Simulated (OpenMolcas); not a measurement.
A calculation on Mn III.

```json
{
 "Program": "OpenMolcas 26.06",
 "Method": "MS-CASPT2, IPEA 0.25 Eh, imaginary shift 0.1 Eh (closed shells correlated: 3s 3p)",
 "Basis": "ANO-RCC-VQZP [7s6p4d3f2g1h]",
 "Scalar Hamiltonian": "DKH2, point nucleus",
 "Active space": "5 electrons in 5 orbitals (3d)",
 "State averaging": "2S+1 = 6 even, 1 root; 2S+1 = 4 even, 24 roots; 2S+1 = 2 even, 75 roots",
 "Spin-orbit coupling": "state interaction with AMFI integrals over the reference wave functions, term energies averaged over their components"
}
```

Question: Which level of the active space comes out lowest?

Answer: 3d5 6S 5/2, with 100 % of that term; it is also the measured ground level.

Question: How high does 3d5 2I 13/2 lie?

Answer: 39860 cm-1 above the lowest level; measured 39176 cm-1 above the ground level, so the calculation is off by +2 %.

Question: How high does 3d5 4G 5/2 lie?

Answer: 27270 cm-1 above the lowest level.

Question: How high does 3d5 4P 3/2 lie?

Answer: 30020 cm-1 above the lowest level.

Question: The level at 29980 cm-1 has J = 5/2. What is it made of, and what is its g factor?

Answer: 97 % 3d5 4P 5/2, 3 % 3d5 4D; g = 1.594, against 1.601 from Landé's formula for the pure leading term.

Measured values: Corliss and Sugar, J. Phys. Chem. Ref. Data 6, 1253 (1977).

Term energies are means over components that CASPT2 splits; among the terms shown or strongly mixed into the levels shown the widest spread is 250 cm-1 (3d5 4G). Blocks of more than 70 roots (2S+1 = 2 even) ran without multistate coupling. Computed and measured levels are paired by configuration, term and J; levels that our copy of the source lacks, or whose pairing is in doubt (as where it misses far off the trend of its configuration), stay unpaired and out of the deviations. Levels of configurations outside the active space are missing.
